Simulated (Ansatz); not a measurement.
Reaction (cleavage of the Si–Si bond): `[SiH3][SiH]1C[Se]1` + `CCCO` → `CCCO[SiH3]` + `C1[SiH2][Se]1`

Gas-phase electronic energies from Ansatz, PBE0-D4/def2-TZVP geometries. CCSD(T)/CBS is the MP2 limit (def2-TZVPP, def2-QZVPP) plus CCSD(T) − MP2 in def2-TZVPP, frozen cores. DFT in def2-TZVPP. For Se outer-core shells are correlated without core-valence functions, which leaves a few kJ/mol of doubt a bond. Scalar relativity is left out up to krypton. One conformer a species, not always the lowest.

`[SiH3][SiH]1C[Se]1`:

```xyz
10

Si   -0.296   -1.186    1.332
Si    0.774    0.270   -0.132
C    -0.203    0.986   -1.528
Se    0.052    2.389   -0.113
H     0.187   -0.957    2.718
H    -1.753   -0.909    1.254
H    -0.038   -2.605    0.963
H     2.221    0.055   -0.383
H    -1.246    0.717   -1.657
H     0.302    1.241   -2.454
```

`CCCO`:

Z-matrix (Å, degrees):
```
C
C 1 1.519
H 1 1.094 2 111.3
H 1 1.092 2 111.4 3 120.2
H 1 1.093 2 111.1 3 -119.8
C 2 1.516 1 112.3 3 59.4
H 2 1.097 1 109.7 3 -61.9
H 2 1.094 1 110.5 3 -179.1
O 6 1.412 2 113.3 1 177.5
H 6 1.101 2 109.8 1 -57.8
H 6 1.094 2 109.9 1 59.5
H 9 0.961 6 108.2 2 59.3
```

`CCCO[SiH3]`:

Cartesian coordinates in Å:
```
C -0.581 2.344 -0.147
C -0.929 0.909 0.207
C 0.215 -0.036 -0.077
O -0.158 -1.355 0.266
Si 0.857 -2.633 0.089
H 0.279 2.699 0.427
H -1.416 3.015 0.064
H -0.336 2.445 -1.207
H -1.803 0.575 -0.361
H -1.192 0.828 1.265
H 1.102 0.267 0.499
H 0.487 0.014 -1.141
H 0.115 -3.830 0.547
H 1.269 -2.794 -1.334
H 2.092 -2.449 0.904
```

`C1[SiH2][Se]1`:

```xyz
7

C     0.144   -0.718   -0.586
Si   -0.246    0.756    0.442
Se    1.154   -0.817    1.160
H    -0.581   -1.520   -0.682
H     0.811   -0.625   -1.437
H     0.304    2.069    0.039
H    -1.585    0.855    1.063
```

```json
{"level": "PBE0-D4", "ΔE (kJ/mol)": "-60.9"}
{"level": "ωB97M-V", "ΔE (kJ/mol)": "-82.1"}
{"level": "MP2/def2-TZVPP", "ΔE (kJ/mol)": "-83.8"}
{"level": "HF/def2-QZVPP", "ΔE (kJ/mol)": "-105.1"}
```

**Question.** What does CCSD(T)/CBS give? (An estimate is asked.)

**Answer.** Ansatz gave: -77.6 kJ/mol. The listed levels differ from it by 16.7, -4.5, -6.2, -27.5 kJ/mol.

Largest T1 diagnostic among the species: 0.012.

In def2-TZVPP, CCSD(T) changes the Hartree–Fock value by +25.0 kJ/mol (the triples alone add +3.7 kJ/mol) and MP2 by +19.3 kJ/mol. From PBE to PBE0 (25 % exact exchange), in def2-TZVPP and without D4, ΔE moves by −6.5 kJ/mol.
